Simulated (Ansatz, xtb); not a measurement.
## Ligand exchange: KBr + C5H7N → CH3K + C4H4BrN

Species: KBr, singlet; C5H7N (2-methyl-1H-pyrrole) `Cc1ccc[nH]1`, singlet; CH3K `[CH3][K]`, singlet; C4H4BrN `Brc1ccc[nH]1`, singlet. The partners trade Br for CH3: K–Br and C–CH3 bonds give way to K–CH3 and C–Br.

Shapes, held fixed at every level: PBE0-D4/def2-TZVP. Programs: Ansatz 0.2.0, xtb 6.7.1. The zero-point and thermal change to 298 K, harmonic and unscaled (PBE0-D4/def2-TZVP), is -14.0 kJ/mol.

| level | kind | ΔH(298 K) (kJ/mol) | less CCSD(T)/def2-TZVPP |
| --- | --- | --- | --- |
| GFN2-xTB | semi-empirical | +347.2 | +1.7 |
| r2SCAN-D4/def2-TZVPP | meta-GGA | +355.2 | +9.7 |
| BHLYP-D4/def2-TZVPP | global hybrid | +371.1 | +25.6 |
| PBE0-D4/def2-TZVPP | global hybrid | +350.3 | +4.8 |
| wB97X-V/def2-TZVPP | range-separated hybrid | +360.2 | +14.7 |
| MP2/def2-TZVPP | perturbation theory | +344.1 | -1.4 |
| CCSD(T)/def2-SVP | coupled cluster or CI | +368.8 | +23.3 |
| CCSD(T)/def2-TZVPP | coupled cluster or CI | +345.5 | 0.0 |

The highest level, CCSD(T)/def2-TZVPP, gives ΔH(298 K) = +345.5 kJ/mol; the levels span +344.1 to +371.1. The column of differences is taken from that level and isn't an error. No measured value is set beside it here. Relativity is left out for Br unless named. Correlated rows may include outer-core shells of Br, K, which these sets cover unevenly.
